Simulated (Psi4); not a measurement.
H₂BrClInN, singlet, geometry from GFN2-xTB (such geometries of metal compounds can be far from the true shape) (core potentials on In).

Psi4 was given this input:
```
memory 2 GB

molecule mol {
0 1
  In   -0.002320    0.310301   -0.460419
  Cl    2.177258    0.183680   -1.159231
  Br   -0.688040   -0.941107    1.559864
  N    -1.340318    1.641510   -1.267962
  H    -2.298373    1.309834   -1.203631
  H    -1.137704    1.811026   -2.248396
}

set basis def2-svpd
set reference rks

energy('pbe')
print_variables()
```

Task: Estimate the nuclear repulsion energy that PBE/def2-SVPD (Psi4 1.11) returns for this input.

Result: 433.2169 Eh

Task: Give the number of basis functions at the level PBE/def2-SVPD.

Result: 136

Task: Give the dipole moment at the level PBE/def2-SVPD.

Result: 2.56 D

Task: Give the total energy at the level PBE/def2-SVPD.

Result: -3279.430294 Ha
